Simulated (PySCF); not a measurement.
Compound: BH9NSi2 (charge -1).
Z-matrix (Å and degrees, PBE0-D3(BJ)/def2-SVP geometry), rows numbered from 1:
```
B 
N   1  1.5926
Si  2  1.6994  1  114.80
Si  2  1.6999  1  114.35  3  -175.36
H   1  1.2479  2  109.21  3    28.84
H   1  1.2461  2  110.82  3   -91.76
H   1  1.2485  2  109.05  3   147.91
H   3  1.5086  2  115.20  1   -64.74
H   3  1.5128  2  111.37  1   175.66
H   3  1.5075  2  113.90  1    56.44
H   4  1.5072  2  113.89  1   -56.18
H   4  1.5132  2  111.38  1  -175.33
H   4  1.5086  2  115.23  1    65.14
```

Computed at PBE0/pcSseg-1 (PySCF, non-relativistic), with Q(11B) = 0.04059 b, Q(14N) = 0.02044 b: B1, 11B (I = 3/2): χzz = 1.212 MHz, η = 0.162; N2, 14N (I = 1): χzz = -2.615 MHz, η = 0.358.

Problem. Find the zero-field quadrupole resonance frequencies of 11B at B1.

Solution. From ν = (|χ|/2)√(1 + η²/3): ν = 0.608 MHz (four-coordinate boron).

Problem. Where would the pure quadrupole (NQR) lines of 14N at N2 fall for the rigid, isolated species?

Solution. From ν± = (3/4)|χ|(1 ± η/3) and ν0 = |χ|η/2: ν+ 2.195 MHz, ν− 1.728 MHz, ν0 0.468 MHz (nitrogen bridging silicon atoms).

In a crystal, neighbours and librations shift these lines. The pcSseg-1 basis has no diffuse functions, a weakness for an anion. These gradients aren't converged with respect to the basis.

These values come from a run that also computed NMR shieldings. On one thread of an Arm Neoverse V1, no GPU, on a shared host, this took 9.8 s wall.
